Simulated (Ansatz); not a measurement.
Consider the silylene formation by 1,1-elimination: `N[SiH](F)S` → H–F + `N[Si]S`.

Program: Ansatz. Geometries: PBE0-D4/def2-TZVP. ΔE: electronic, gas phase. CCSD(T)/CBS adds triple-zeta CCSD(T) − MP2 to the extrapolated MP2 energy (def2 sets, frozen cores). This one scheme is used for every species. DFT in def2-TZVPP. One conformer a species, not always the lowest.

```json
{"species": "`N[SiH](F)S`", "BHLYP-D4 energy (Eh)": "-844.85727"}
{"species": "H–F", "BHLYP-D4 energy (Eh)": "-100.45188"}
{"species": "`N[Si]S`", "BHLYP-D4 energy (Eh)": "-744.29641"}
```

Q: Work out ΔE.

A: ΔE = (-100.45188) + (-744.29641) − (-844.85727) = 0.10898 Eh = +68.4 kcal/mol. CCSD(T)/CBS gives +64.5 kcal/mol.

Q: What do rigid-rotor, harmonic-oscillator terms from PBE0-D4/def2-TZVP frequencies (298.15 K, 1 bar) make of the CCSD(T)/CBS value? (Best estimate.)

A: Ansatz gave: ΔZPE = -1.4 kcal/mol, ΔH = +64.2 kcal/mol, ΔS = 140 J/(mol·K), ΔG = +54.2 kcal/mol.

Largest T1 diagnostic among the species: 0.014.

In def2-TZVPP, CCSD(T) changes the Hartree–Fock value by −5.0 kcal/mol (the triples alone add −0.8 kcal/mol) and MP2 by −2.2 kcal/mol. From r2SCAN to r2SCAN0 (25 % exact exchange), in def2-TZVPP and without D4, ΔE moves by +1.4 kcal/mol. At CCSD(T), def2-SVP lies −4.5 kcal/mol from the extrapolated value and def2-TZVPP −0.8 kcal/mol.
